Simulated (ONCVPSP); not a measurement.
Plane-wave convergence, ONCV potential for W

ONCVPSP 4.0.1 input, shortened (lines: element, Z, core and valence counts, functional; n l f; lmax; l rc ep ncon nbas qcut; lloc lpopt rc5 dvloc0; l nproj debl; icmod fcfact rcfact), LDA (Perdew-Wang 92), scalar-relativistic:

```
  W 74.00   10    4  -001012      upf
    1    0    2.00
    2    0    2.00
    2    1    6.00
    3    0    2.00
    3    1    6.00
    3    2   10.00
    4    0    2.00
    4    1    6.00
    4    2   10.00
    4    3   14.00
    5    0    2.00
    5    1    6.00
    5    2    4.00
    6    0    2.00
    2
    0    1.80    0.00    3    8    5.50
    1    1.35    0.00    4    8    6.40
    2    1.60    0.00    3    7    5.60
    4    5    0.95    2.00
    0    2    2.10
    1    2    1.00
    2    2    1.70
    3    5.75    1.00
```

In the p channel the program set the typed energies aside and used -1.594, 0.250 Ha.

Question: For each optimised wave give the share of its norm inside rc, the residual kinetic energy above qcut (Ha) and the cutoffs (Ha) for errors of 10, 1, 0.1 and 0.01 mHa per electron.

Answer:

```tsv
wave	norm inside rc	residual KE	10 mHa	1 mHa	0.1 mHa	0.01 mHa
5s	0.966	3.7e-05	4.8	10.1	13.6	57.0
6s	0.078	7.5e-05	4.2	10.7	14.6	51.8
5p	0.642	3.6e-03	16.0	57.6	109.0	140.7
p projector 2	0.075	1.1e-03	7.9	20.9	45.2	107.8
5d	0.363	2.6e-04	10.5	13.8	17.9	60.8
d projector 2	0.202	9.0e-04	11.9	15.6	23.5	42.6
```

The occupied waves need 58 Ha and 109 Ha for 1 and 0.1 mHa. Note: ghosts flagged at negative energy: s at -27.1 eV; GHOST(+) flagged for p at 261.5 eV. A true bound ghost makes a file unfit for plane-wave use.
